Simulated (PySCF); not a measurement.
ScSCl, singlet: molecular constants

These are results of PBE0/[Sc def2-TZVP, S def2-TZVP, Cl def2-TZVP], no relativity, density fitting, PySCF, not measurements.

The structure is a minimum.

Z-matrix (Å, degrees; charge 0 multiplicity 1):
```
Sc
S  1 2.1395
Cl 1 2.3114 2 126.46
```

```json
{
 "Point group": "Cs",
 "Bond lengths": "Sc–Cl 2.311 Å, Sc–S 2.140 Å",
 "Bond angles": "Cl–Sc–S 126.5°",
 "Principal polarisabilities": "43.8, 49.0, 95.3 bohr³",
 "Atomisation energy without zero-point energy": "956 kJ/mol",
 "Highest occupied level": "-6.80 eV",
 "Entropy at 298.15 K and 1 bar": "297.7 J/(mol K)",
 "Heat capacity Cp at 298.15 K": "52.0 J/(mol K)",
 "Enthalpy at 298.15 K above 0 K": "13.12 kJ/mol",
 "Dipole moment": "6.11 D",
 "Lowest empty level": "-2.82 eV",
 "Zero-point energy": "6.5 kJ/mol",
 "Rotational symmetry number": "1",
 "Principal quadrupole moments (Buckingham, traceless) about the centre of mass": "-20.53, 8.03, 12.50 D Å",
 "Rotational constants": "0.6285, 0.06364, 0.05779 cm⁻¹"
}
```

Harmonic modes (masses in u: Sc 44.956, S 31.972, Cl 34.969):
| symmetry | ω (cm⁻¹) | IR (km/mol) | μ (u) |
| --- | --- | --- | --- |
| a' | 93 | 18.1 | 36.32 |
| a' | 404 | 89.8 | 37.84 |
| a' | 589 | 153 | 36.77 |

Charges (e):
| atom | Mulliken | Löwdin | polar tensor | Mayer order to Sc1 |
| --- | --- | --- | --- | --- |
| Sc1 | 0.97 | -0.01 | 1.57 | – |
| S2 | -0.53 | 0.00 | -0.85 | 2.26 |
| Cl3 | -0.44 | 0.01 | -0.73 | 0.99 |

Mulliken populations on Sc1: s 6.21, p 12.29, d 1.50, f 0.03.

Outer orbital energies (eV). occupied: -21.85, -17.18, -9.85, -9.11, -9.08, -7.23, -6.94, -6.80; empty: -2.82, -2.14, -2.14, -1.37.

Formally Sc is in oxidation state +3, d0. The polar-tensor charge on Sc, 1.57, is far below the formal one.

Only a few start shapes were tried, so a lower isomer may exist.

The final relaxation and frequency run took of the order of 90 core-seconds on a shared host.
